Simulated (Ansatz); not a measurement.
`[NH2][GeH2][SnH3]` + H₂O → `[OH][GeH2][SnH3]` + NH₃ at 400 K and 1 bar (formal hydrolysis of a Ge–N bond).

Gas-phase electronic energies from Ansatz, PBE0-D4/def2-TZVP geometries. CBS: MP2 limit from def2 TZ/QZ plus the TZ coupled-cluster correction, frozen cores. This one scheme is used for every species. def2 core potentials past Kr. For Ge, Sn outer-core shells are correlated without core-valence functions, which leaves a few kJ/mol of doubt a bond. Scalar relativity is left out up to krypton. Each species was taken in one conformer, which may not be the lowest.

| species | CCSD(T)/CBS energy (Eh) | H − E (kJ/mol) | S (J/(mol·K)) |
| --- | --- | --- | --- |
| `[NH2][GeH2][SnH3]` | -2349.04588 | 196.8 | 402.0 |
| H₂O | -76.37941 | 69.8 | 198.6 |
| `[OH][GeH2][SnH3]` | -2368.92338 | 163.6 | 397.5 |
| NH₃ | -56.50880 | 104.2 | 203.1 |

H − E and S are ideal-gas, rigid-rotor, harmonic terms from PBE0-D4/def2-TZVP, for one conformer and one mirror image of each species. 1 Eh = 2625.50 kJ/mol, R = 8.31446 J/(mol·K).

Problem. By hand: ΔE, ΔH, ΔS and ΔG.

Solution. ΔE = (-2368.92338) + (-56.50880) − (-2349.04588) − (-76.37941) = -0.00689 Eh = -18.1 kJ/mol. Δ(H − E) = 163.6 + 104.2 − 196.8 − 69.8 = 1.2, so ΔH = -16.9 kJ/mol. ΔS = 397.5 + 203.1 − 402.0 − 198.6 = 0.0 J/(mol·K). ΔG = -16.9 − 400 × (0.0)/1000 = -16.9 kJ/mol.

Problem. By hand: the equilibrium constant, and the temperature at which ΔG would vanish if ΔH and ΔS stayed fixed.

Solution. log₁₀ K = −ΔG/(RT ln 10) = 2.2. With ΔH or ΔS at zero there is no such temperature.

The number of gas molecules stays the same, so ΔS is small and ΔH decides. A doubt of 5 kJ/mol in ΔE shifts log₁₀ K by 0.7 here. Other conformers and mirror images would add mixing entropy, several J/(mol·K) or more a flexible species. Modes under 60 cm⁻¹, often nearly free rotors, make the harmonic entropy too high. These are equilibria of isolated gas molecules and say nothing of rates. Largest T1 diagnostic: 0.013 (customary marks: 0.02 for closed shells, 0.045 for open ones).

ΔS is within the doubt of such terms, so its sign, and with it that verdict, could turn.
